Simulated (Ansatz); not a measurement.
Harmonic frequencies (cm⁻¹) at PBE0-D4/def2-TZVP from Ansatz: 181, 212, 327, 452, 489, 765, 811, 939, 1157, 1705, 2728, 3480.

Each molecule was computed in one conformer, which needn't be the lowest.

Problem. Which molecule is it?
A. `N=C1O[SiH]1O`
B. `Br[SiH2]C1=CN1`
C. `N=C(S)I`
D. `B1NB[SiH2]1`

Solution. C.
